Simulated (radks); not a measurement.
Cr IV, 21 electrons, occupied as [Ar] 3d3 (the NIST ground configuration). Method: Dirac Kohn-Sham, PBEsol, spin-unpolarised, spherical densities, finite nucleus; open shells are shared between the two j in proportion to 2j + 1; Fermi nuclear charge, rms radius 3.6452 fm; computed with a radial shooting solver on a logarithmic mesh with Libxc functionals.

Unscreened Slater integrals over Kohn-Sham orbitals (hartree). Large and small components are both included. Empty in this configuration: 4s1/2.

\begin{tabular}{lr}
integral & value \\ \hline
F0(3d5/2,3d5/2) & 0.83086 \\
F2(3d5/2,3d5/2) & 0.39019 \\
F4(3d5/2,3d5/2) & 0.24391 \\
F0(3d5/2,3d3/2) & 0.83197 \\
F2(3d5/2,3d3/2) & 0.39066 \\
G2(3d5/2,3d3/2) & 0.39042 \\
G4(3d5/2,3d3/2) & 0.24405 \\
F0(3d5/2,3p3/2) & 0.88772 \\
F2(3d5/2,3p3/2) & 0.42413 \\
G1(3d5/2,3p3/2) & 0.52651 \\
G3(3d5/2,3p3/2) & 0.32003 \\
F0(3d5/2,3p1/2) & 0.89119 \\
G3(3d5/2,3p1/2) & 0.32106 \\
F0(3d5/2,4s1/2) & 0.45897 \\
G2(3d5/2,4s1/2) & 0.060859 \\
F0(3d3/2,3d3/2) & 0.83309 \\
F2(3d3/2,3d3/2) & 0.39113 \\
F0(3d3/2,3p3/2) & 0.88900 \\
F2(3d3/2,3p3/2) & 0.42471 \\
G1(3d3/2,3p3/2) & 0.52703 \\
G3(3d3/2,3p3/2) & 0.32036 \\
F0(3d3/2,3p1/2) & 0.89249 \\
G1(3d3/2,3p1/2) & 0.52949 \\
F0(3d3/2,4s1/2) & 0.45915 \\
G2(3d3/2,4s1/2) & 0.060563 \\
F0(3p3/2,3p3/2) & 0.95945 \\
F2(3p3/2,3p3/2) & 0.48174 \\
F0(3p3/2,3p1/2) & 0.96354 \\
G2(3p3/2,3p1/2) & 0.48345 \\
F0(3p3/2,4s1/2) & 0.46895 \\
G1(3p3/2,4s1/2) & 0.037250 \\
F0(3p1/2,3p1/2) & 0.96770 \\
F0(3p1/2,4s1/2) & 0.46944 \\
G1(3p1/2,4s1/2) & 0.036974 \\
F0(4s1/2,4s1/2) & 0.37084 \\
\end{tabular}
